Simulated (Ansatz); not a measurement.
`[CH3][Ga-]([CH3])([F])[SH2+]`, charge 0, multiplicity 1.

Give a relaxed structure at PBE0-D4/def2-TZVP (Ansatz). (Best estimate.)

The calculation gave: 
```xyz
13

C     0.4385   -1.0390   -1.5521
Ga   -0.2292   -0.3547    0.1646
C    -1.8466    0.6625    0.6159
F     0.4170   -1.2748    1.5735
S     1.6515    1.4724    0.7461
H     0.4967   -0.2489   -2.3040
H     1.4272   -1.4849   -1.4290
H    -0.2311   -1.8127   -1.9360
H    -2.7286    0.0236    0.5242
H    -1.9819    1.5175   -0.0497
H    -1.8001    1.0214    1.6455
H     1.7551    0.7320    1.8654
H     2.6313    0.7855    0.1358
```
This is one stationary point; other conformers may exist.
